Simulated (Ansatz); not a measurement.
`FCCCF` + `[SiH3]S` → `FCS[SiH3]` + `CCF` at 700 K and 1 bar (substitution at a C–C bond).

Isolated molecules relaxed with PBE0-D4/def2-TZVP in Ansatz; ΔE leaves out vibrations. CCSD(T)/CBS is the MP2 limit (def2-TZVPP, def2-QZVPP) plus CCSD(T) − MP2 in def2-TZVPP, frozen cores. Each species was taken in one conformer, which may not be the lowest.

| species | CCSD(T)/CBS energy (Eh) | H − E (kJ/mol) | S (J/(mol·K)) |
| --- | --- | --- | --- |
| `FCCCF` | -317.34356 | 303.1 | 409.9 |
| `[SiH3]S` | -689.27336 | 135.5 | 340.5 |
| `FCS[SiH3]` | -827.70796 | 217.3 | 431.6 |
| `CCF` | -178.90141 | 224.7 | 331.8 |

H − E and S are ideal-gas, rigid-rotor, harmonic terms from PBE0-D4/def2-TZVP, for one conformer and one mirror image of each species. 1 Eh = 2625.50 kJ/mol, R = 8.31446 J/(mol·K).

Task: By hand: ΔE, ΔH, ΔS and ΔG.

Result: ΔE = (-827.70796) + (-178.90141) − (-317.34356) − (-689.27336) = 0.00755 Eh = 19.8 kJ/mol. Δ(H − E) = 217.3 + 224.7 − 303.1 − 135.5 = 3.4, so ΔH = 23.2 kJ/mol. ΔS = 431.6 + 331.8 − 409.9 − 340.5 = 13.0 J/(mol·K). ΔG = 23.2 − 700 × (13.0)/1000 = 14.1 kJ/mol.

Task: By hand: the equilibrium constant, and the temperature at which ΔG would vanish if ΔH and ΔS stayed fixed.

Result: log₁₀ K = −ΔG/(RT ln 10) = -1.1. ΔG = 0 at ΔH/ΔS = 1785 K, though so small a ΔS makes that figure unsure.

TΔS isn't small against ΔH here. A doubt of 5 kJ/mol in ΔE shifts log₁₀ K by 0.4 here. Other conformers and mirror images would add mixing entropy, several J/(mol·K) or more a flexible species. These are equilibria of isolated gas molecules and say nothing of rates. Largest T1 diagnostic: 0.012 (customary marks: 0.02 for closed shells, 0.045 for open ones).
